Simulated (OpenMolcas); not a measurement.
Worked example: vertical ionisation energy of CH5BN2 (SMILES B1NCN1)

The species is CH5BN2 (9 atoms), meant as a singlet with charge 0. As SMILES, `B1NCN1`. The coordinates come from a PBE0-D4/def2-TZVP relaxation.

| atom | x (Å) | y (Å) | z (Å) |
| --- | --- | --- | --- |
| B | -0.5381 | 0.9038 | -0.4242 |
| N | 0.7639 | 0.3501 | -0.6309 |
| C | 0.4301 | -0.7024 | 0.3220 |
| N | -0.8915 | -0.1162 | 0.5135 |
| H | -1.1096 | 1.8519 | -0.8646 |
| H | 1.6865 | 0.7220 | -0.7615 |
| H | 0.4200 | -1.7071 | -0.1171 |
| H | 1.0469 | -0.7041 | 1.2286 |
| H | -1.7198 | -0.6444 | 0.7170 |

Both states at this one shape; open shells run unrestricted unless said. 1 Eh = 27.2114 eV.

```tsv
level	program	singlet CH5BN2 (Eh)	doublet [CH5BN2]+ (Eh)	HOMO of the first (eV)
HF/def2-SVPD	OpenMolcas	-174.265678	-173.958921	-10.45
PBE/def2-SVPD	OpenMolcas	-175.151366	-174.811248	-5.69
```

Problem. Work out the vertical ionisation energy at each level.

Solution. 
1. HF/def2-SVPD: -173.958921 − (-174.265678) = 0.306757 Eh = 8.35 eV; −ε(HOMO) = 10.45 eV.
2. PBE/def2-SVPD: -174.811248 − (-175.151366) = 0.340118 Eh = 9.26 eV; −ε(HOMO) = 5.69 eV.

No measured value is set beside it here; the levels span 8.35 to 9.26 eV. In Hartree–Fock, −ε(HOMO) (Koopmans) exceeds the difference of totals by the orbital relaxation of the ion. In semi-local functionals −ε(HOMO) lies far under the ionisation energy, a result of self-interaction. Hartree–Fock favours the state with fewer electron pairs, since it lacks pair correlation. The reference of the second state is spin-contaminated at HF/def2-SVPD (⟨S²⟩ = 0.91).
